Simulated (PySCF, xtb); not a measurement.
BrHO₂SW, SMILES [O]=[W]([OH])(=[S])[Br], multiplicity 1. The values are those of a single conformer.

Harmonic wavenumbers (cm⁻¹) from xtb with GFN2-xTB at its own minimum, in rising order: 97, 112, 138, 169, 196, 254, 418, 496, 516, 538, 880, 3490.

**Question.** What does PBE-D3(BJ)/def2-SVP run with PySCF give at its own minimum? (An estimate is asked for; the answer gives what the named calculation found.)

**Answer.** 113, 134, 185, 211, 233, 269, 305, 530, 584, 718, 981, 3732. Paired by order, the mean absolute difference is 76 cm⁻¹ and the zero-point energies are 10.4 and 11.4 kcal/mol.
